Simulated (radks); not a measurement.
The selenium anion Se2-, [Kr], held by a Watson sphere: a shell of charge +2.29 at radius R that stands for the Madelung well of a crystal (potential energy -2.29/R inside, -2.29/r outside, in hartree with lengths in bohr). All-electron calculation, scalar-relativistic Kohn-Sham, LDA (Slater exchange, VWN5 correlation), spin-polarised, spherical densities, finite nucleus; Fermi nuclear charge, rms radius of each element as measured or else 0.836 A^(1/3) + 0.57 fm. Program: a radial shooting solver on a logarithmic mesh with Libxc functionals. Response by self-consistent Sternheimer equations with the Hartree and adiabatic LDA kernel, the relativistic mass of each level held fixed and spin-orbit coupling left out. The sphere does not respond.

R (bohr)  e(3d) (eV)  e(4s) (eV)  e(4p) (eV)  <r> 4p (bohr)  sum of <r^2> (bohr^2)  X-ray form factor at sin(theta)/lambda = 0.2 1/angstrom  alpha (bohr^3)
2.6          -53.477     -19.818      -9.675          2.348                  55.06                                                   27.082           32.75
3.06         -52.704     -18.471      -8.585          2.466                  59.61                                                   26.957           42.72
3.2          -52.491     -18.111      -8.269          2.499                  60.95                                                   26.933           46.26
3.64         -51.858     -17.108      -7.339          2.595                  65.00                                                   26.887           59.06
4.34         -50.950     -15.837      -6.072          2.725                  71.06                                                   26.870           85.31
4.64         -50.598     -15.388      -5.606          2.774                  73.55                                                   26.872           99.16
4.8          -50.420     -15.168      -5.374          2.799                  74.85                                                   26.875           107.3
4.99         -50.218     -14.922      -5.113          2.827                  76.39                                                   26.878           117.7
